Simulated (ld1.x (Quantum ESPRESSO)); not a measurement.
**Ti: PAW pseudisation with PBEsol, scalar-relativistic reference atom.**

ld1.x (Quantum ESPRESSO) 7.5 input, shortened:

```
&input
   title='Ti', zed=22., rel=1, dft='PBESOL', iswitch=3,
   config='[Ar] 3d2 4s2 4p0'
 /
 &inputp
   pseudotype=3, lpaw=.true., tm=.true., lloc=-2, rcloc=2.10,
   nlcc=.false.,
   which_augfun='PSQ', rmatch_augfun_nc=.true.
 /
6
3S  1  0   2.00   0.00  1.35  1.50  0.0
4S  2  0   2.00   0.00  1.35  1.50  0.0
3P  2  1   6.00   0.00  1.55  2.15  0.0
4P  3  1   0.00   0.00  1.55  2.15  0.0
3D  3  2   2.00   0.00  1.80  2.45  0.0
3D  3  2   0.00   1.55  1.80  2.45  0.0
 &test
   configts(1)='3s2 3p6 3d2 4s2 4p0'
 /
```

Task: Estimate the cutoffs (Ry, on a coarse ladder) from which the occupation-weighted sum of valence levels, in a spherical-Bessel basis at the reference potential, stays within 10 and 1 mRy of its value at 400 Ry.

Result: 30 Ry and 40 Ry.

Task: What does a ghost test show?

Result: No extra level below or beside the all-electron valence levels (s, p, d, f tested).

Task: Is the overlap operator S = 1 + Σ q|β⟩⟨β| positive definite (Bessel basis up to 400 Ry)?

Result: Yes: its lowest eigenvalue is 0.08 (p channel).

Task: Which valence shell sets the plane-wave cutoff?

Result: 4s: its level needs 35 Ry to come within 1 mRy, against 25 Ry for 3s.

Task: Tests: 3s2 3p6 3d2 4s1 4p0; 3s2 3p6 3d2 4s0 4p0; 3s2 3p6 3d1 4s0 4p0; 3s2 3p6 3d1 4s2 4p0; 3s2 3p6 3d1 4s2 4p1; 3s2 3p6 3d2.5 4s1.5 4p0; 3s2 3p6 3d2 4s0 4p1. Which has the largest error in its energy relative to the reference configuration, and how large is it?

Result: 3s2 3p6 3d1 4s2 4p1, with +12 meV (all-electron minus pseudo) on +4.70 eV.
